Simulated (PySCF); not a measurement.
# Where the electron goes

Compound: AsGeH5.
Structure used (PBE0-D3(BJ)/def2-SVP), in Å, numbered top down from 1:
```
atom  x, y, z in Å
Ge1   -0.8751    0.0932   -0.0585
As2    1.4652    0.0355   -0.6968
H3    -1.6360   -0.9373   -0.9133
H4    -1.4216    1.4986   -0.3719
H5    -1.1037   -0.2181    1.4323
H6     1.6931   -1.2936    0.0181
H7     1.8848    0.8315    0.5359
```

Theory: TDDFT B3LYP/def2-SVPD, vertical, gas phase, core orbitals frozen in the response (PySCF 2.14.0, density-fitted response routines). The B3LYP/def2-SVPD calculation is non-relativistic and has no spin–orbit coupling, an omission that weighs most on arsenic and germanium.

Frontier orbitals with the atoms that hold most of them (Löwdin shares over 4%, at most four atoms; ? is withheld):

```
orbital  ε (eV)                             atoms
 HOMO-3   -9.71   Ge1 39%, H5 30%, As2 13%, H4 7%
 HOMO-2   -9.27  Ge1 35%, H3 21%, H4 20%, As2 11%
 HOMO-1   -8.59  As2 39%, Ge1 25%, H6 10%, H7 10%
   HOMO   -7.29                                 ?
   LUMO   -0.59                                 ?
 LUMO+1   -0.19  As2 39%, Ge1 25%, H7 10%, H6 10%
 LUMO+2    0.11  As2 57%, H7 15%, H6 14%, Ge1 11%
```

Question: Which atoms hold the HOMO, and with what shares?

Answer: As2 (bonded to Ge and 2 H) 62%; Ge1 (bonded to As and 3 H) 18%; H6 (bonded to As) 6%; H7 (bonded to As) 6%. By element: arsenic 62%, germanium 18%, hydrogen 12% or more.

Question: Give the leading atoms of the LUMO.

Answer: Ge1 (bonded to As and 3 H) 33%; As2 (bonded to Ge and 2 H) 33%; H5 (bonded to Ge) 11%; H3 (bonded to Ge) 7%. By element: germanium 33%, arsenic 33%, hydrogen 18% or more.

Question: The HOMO–LUMO gap is 6.71 eV. Where does the response calculation put the lowest singlet, and from which orbitals?

Answer: S1 is at 6.08 eV (f = 0.050), 0.63 eV below the gap, made of HOMO→LUMO (62%), HOMO→LUMO+1 (36%). 

Next come S2 at 6.26 eV (f 0.255), HOMO→LUMO+1 (61%), HOMO→LUMO (30%); S3 at 6.39 eV (f 0.013), HOMO→LUMO+2 (96%); S4 at 7.14 eV (f 0.027), HOMO→LUMO+3 (54%), HOMO-1→LUMO (44%); S5 at 7.23 eV (f 0.0055), HOMO→LUMO+4 (94%).

Time: 20 s. Hardware: an Arm Neoverse N1 with one thread, shared host.
